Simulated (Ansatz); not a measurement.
The cluster V₃, relaxed as a quartet with UKS PBE-D4/def2-TZVP in Ansatz, starting from the PBE-D4/def2-TZVP geometry of the neutral doublet. Force threshold 0.02 eV/Å.

The charge 0 quartet is spin-contaminated (final ⟨S²⟩ up to 4.50, 3.75 for a pure state). The order of the spin states hangs on the level: the sextet lies 0.26 eV below the quartet at PBE0-D4/def2-TZVP, but 0.24 eV above it at PBE-D4/def2-TZVP. The structure comes from a short search, and lower isomers may exist.

Start:

```xyz
3

V     0.2214   -0.4375    0.9956
V     0.6188    0.9216   -0.0555
V    -0.8401   -0.4840   -0.9401
```

Estimate the energy that the relaxation releases and the steps that it takes.

0.23 eV, in 5 steps; 8.5 s on 2 threads of AMD EPYC 9R45 on a shared host. No frequencies were taken in this run, so the end may be a saddle point.

Does the start keep its bonding and symmetry?

By distances, no bond broke or formed. The bond that changes most is V1–V3, from 2.21 to 2.45 Å (atoms count from 1). Point group C2v at the start, C2v at the end, both within 0.05 Å.

Predict the relaxed structure.


```xyz
3

V     0.2773   -0.4028    1.0549
V     0.6723    0.9497    0.0079
V    -0.9495   -0.5469   -1.0627
```
Bond lengths (bridged metal pairs left out): 3 × V–V 1.76 to 2.45 Å.
